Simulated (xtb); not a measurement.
cyclopentanone (C5H8O), singlet, geometry from GFN2-xTB; GFN0-xTB in xtb.

Input for xtb:
```
$ xtb mol.xyz --gfn 0 --json

# file mol.xyz
14

O      0.87537310     1.89876563    -0.35725549
C      0.37959572     0.82337841    -0.15491983
C      1.12822729    -0.48061669     0.02883662
C      0.06033799    -1.56791212    -0.04754620
C     -1.19163010    -0.88596563     0.50924683
C     -1.10303578     0.53525941    -0.03911772
H      1.92578836    -0.58504964    -0.70535867
H      1.59131385    -0.45285207     1.01834905
H      0.33028268    -2.46089812     0.51376258
H     -0.10497291    -1.85408406    -1.08762352
H     -1.14947978    -0.86694046     1.59958820
H     -2.10743946    -1.39392016     0.21152703
H     -1.52542668     0.59576747    -1.04523879
H     -1.60402156     1.28299175     0.57403985
```

Output, abridged:

```
   ID    Z sym.   atoms
    1    8 O      1
    2    6 C      2-6
    3    1 H      7-14

           -------------------------------------------------
          |                Calculation Setup                |
           -------------------------------------------------

           -------------------------------------------------
          |                 G F N 0 - x T B                 |
           -------------------------------------------------

          ...................................................
          :                      SETUP                      :
          :.................................................:
          :  # basis functions                  40          :
          :  # atomic orbitals                  40          :
          :  # shells                           28          :
          :  # electrons                        34          :
          :  electronic temp.          300.0000000     K    :
          :  accuracy                    1.0000000          :
          :  -> integral cutoff          0.2500000E+02      :
          :  -> integral neglect         0.1000000E-07      :
          ...................................................

         :::::::::::::::::::::::::::::::::::::::::::::::::::::
         ::                     SUMMARY                     ::
         :::::::::::::::::::::::::::::::::::::::::::::::::::::
         :: total energy             -18.274678718908 Eh    ::
         :: gradient norm              0.022333876098 Eh/a0 ::
         :: HOMO-LUMO gap              3.646889382836 eV    ::
         ::.................................................::
         :: H0 energy                -18.462112575089 Eh    ::
         :: repulsion energy           0.252016974812 Eh    ::
         :: electrostat energy        -0.048149875602 Eh    ::
         :: -> Gsolv                   0.000000000000 Eh    ::
         ::    -> Gsasa                0.000000000000 Eh    ::
         ::    -> Gshift               0.000000000000 Eh    ::
         :: dispersion energy         -0.003949089840 Eh    ::
         :: short-range corr.         -0.012484153189 Eh    ::
         :: add. restraining           0.000000000000 Eh    ::
         :: total charge               0.000000000000 e     ::
         :::::::::::::::::::::::::::::::::::::::::::::::::::::

           -------------------------------------------------
          |                Property Printout                |
           -------------------------------------------------

    * Orbital Energies and Occupations

         #    Occupation            Energy/Eh            Energy/eV
      -------------------------------------------------------------
         1        2.0000           -0.6877256             -18.7140
       ...           ...                  ...                  ...
         5        2.0000           -0.5964640             -16.2306
         6        2.0000           -0.5788441             -15.7512
         7        2.0000           -0.5680070             -15.4563
         8        2.0000           -0.5450971             -14.8328
         9        2.0000           -0.5382632             -14.6469
        10        2.0000           -0.5257316             -14.3059
        11        2.0000           -0.5108199             -13.9001
        12        2.0000           -0.4888595             -13.3025
        13        2.0000           -0.4863495             -13.2342
        14        2.0000           -0.4831539             -13.1473
        15        2.0000           -0.4788267             -13.0295
        16        2.0000           -0.4716371             -12.8339
        17        2.0000           -0.4010992             -10.9145 (HOMO)
        18                         -0.2670785              -7.2676 (LUMO)
        19                         -0.1417484              -3.8572
        20                         -0.1398117              -3.8045
        21                         -0.1344922              -3.6597
        22                         -0.1133235              -3.0837
        23                         -0.1058908              -2.8814
        24                         -0.0968264              -2.6348
        25                         -0.0675673              -1.8386
        26                         -0.0637479              -1.7347
        27                         -0.0035609              -0.0969
        28                          0.0106923               0.2910
       ...                                ...                  ...
        40                          0.4343866              11.8203
      -------------------------------------------------------------
                  HL-Gap            0.1340207 Eh            3.6469 eV
             Fermi-level            0.0000000 Eh            0.0000 eV

     #   Z          covCN         q      C6AA      α(0)
     1   8 O        0.856    -0.537    24.533     6.646
     2   6 C        2.835     0.408    21.268     7.533
     3   6 C        3.824    -0.208    27.511     7.556
     4   6 C        3.828    -0.154    26.249     7.380
     5   6 C        3.828    -0.154    26.249     7.380
     6   6 C        3.824    -0.208    27.511     7.556
     7   1 H        0.925     0.121     1.608     1.983
     8   1 H        0.924     0.113     1.674     2.023
     9   1 H        0.925     0.093     1.847     2.125
    10   1 H        0.924     0.100     1.787     2.090
    11   1 H        0.924     0.100     1.787     2.090
    12   1 H        0.925     0.093     1.847     2.125
    13   1 H        0.924     0.113     1.674     2.023
    14   1 H        0.925     0.121     1.608     1.983

 Mol. C6AA /au·bohr⁶  :       1659.355116
 Mol. C8AA /au·bohr⁸  :      37940.867375
 Mol. α(0) /au        :         60.493611

Wiberg/Mayer (AO) data.
largest (>0.10) Wiberg bond orders for each atom

 ---------------------------------------------------------------------------
     #   Z sym  total        # sym  WBO       # sym  WBO       # sym  WBO
 ---------------------------------------------------------------------------
     1   8 O    2.070 --     2 C    1.875
     2   6 C    3.862 --     1 O    1.875     6 C    0.970     3 C    0.970
     3   6 C    3.987 --     4 C    1.012     2 C    0.970     7 H    0.965
                             8 H    0.955
     4   6 C    3.990 --     3 C    1.012     5 C    1.007     9 H    0.980
                            10 H    0.978
     5   6 C    3.990 --     6 C    1.012     4 C    1.007    12 H    0.980
                            11 H    0.978
     6   6 C    3.987 --     5 C    1.012     2 C    0.970    14 H    0.965
                            13 H    0.955
     7   1 H    0.987 --     3 C    0.965
     8   1 H    0.985 --     3 C    0.955
     9   1 H    0.984 --     4 C    0.980
    10   1 H    0.981 --     4 C    0.978
    11   1 H    0.981 --     5 C    0.978
    12   1 H    0.984 --     5 C    0.980
    13   1 H    0.985 --     6 C    0.955
    14   1 H    0.987 --     6 C    0.965
 ---------------------------------------------------------------------------

Topologies differ in total number of bonds
Writing topology from bond orders to xtbtopo.mol

 dipole moment from electron density (au)
     X       Y       Z
  -0.4366  -0.9469   0.1782  total (Debye):    2.689

           -------------------------------------------------
          | TOTAL ENERGY              -18.274678718908 Eh   |
          | GRADIENT NORM               0.022333876098 Eh/α |
          | HOMO-LUMO GAP               3.646889382836 eV   |
           -------------------------------------------------

normal termination of xtb
```
